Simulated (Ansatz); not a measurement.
```yaml
crystal:
  periodic: [false, false, false]
  atoms:
    - {symbol: C, position_ang: [-0.359864, 1.928507, 0.146645]}
    - {symbol: O, position_ang: [-0.257895, 0.889974, -0.766883]}
    - {symbol: Cu, position_ang: [0.120007, -0.777252, -0.276647]}
    - {symbol: O, position_ang: [0.523809, -2.630359, 0.119660]}
    - {symbol: H, position_ang: [-0.602002, 2.860705, -0.387941]}
    - {symbol: H, position_ang: [-1.155232, 1.783729, 0.898159]}
    - {symbol: H, position_ang: [0.571742, 2.122084, 0.706111]}
    - {symbol: H, position_ang: [-0.176414, -3.237261, -0.143449]}
    - {symbol: H, position_ang: [1.335848, -2.940128, -0.295656]}
basis:
  gaussian: {orbitals: "6-31G*", point_charges: [{charge: -1.00, position_ang: [4.472, 0.252, 0.687]}]}
total_charge: 3
magnetization: {spin_polarized: true, initial_magnetization: 1}
hamiltonian: {xc: {name: BHLYP}}
```

```sh
$ ansatz run in.yaml --threads 4 --pin off --events-out ev --progress --plain --max-ram 10444MiB
```

It prints (some lines left out):

```
Functional definition: BHLYP
883 factors; integrals over basis functions are off by at most 7.6e-4 eV
mean field evaluation 1: about -49738.8026 eV, gradient 1.4e2 eV
mean field evaluation 2: about -48381.7915 eV, gradient 3.8e2 eV
mean field evaluation 4: about -49777.6927 eV, gradient 6.1e1 eV
mean field evaluation 8: about -49796.8158 eV, gradient 3.9e1 eV
mean field evaluation 16: about -49805.4107 eV, gradient 1.7e-1 eV
mean field evaluation 96: about -49804.7260 eV, gradient 8.6e-1 eV
mean field evaluation 160: about -49805.4115 eV, gradient 1.4e-3 eV
mean field evaluation 256: about -49804.9916 eV, gradient 2.7e-2 eV
mean field evaluation 288: about -49804.9922 eV, gradient 2.2e-4 eV
mean field -49805.41153615 eV, -1830.3151146330 hartree, gradient 1.3e-5 eV, S^2 1.717782; 14 other end points of the search recorded, 0 dependent functions left out
reference -49805.41168689 eV, -1830.3151201727 hartree; 27, 26 occupied and 64, 65 virtual orbitals, 883 factors
Total energy: -49805.41168689 eV, -1830.3151201727 hartree
```

**Question.** Something in this input is off. What?

**Answer.** The charge is far from anything that the molecule holds. The run converged. The result belongs to that input, not to the molecule as meant.
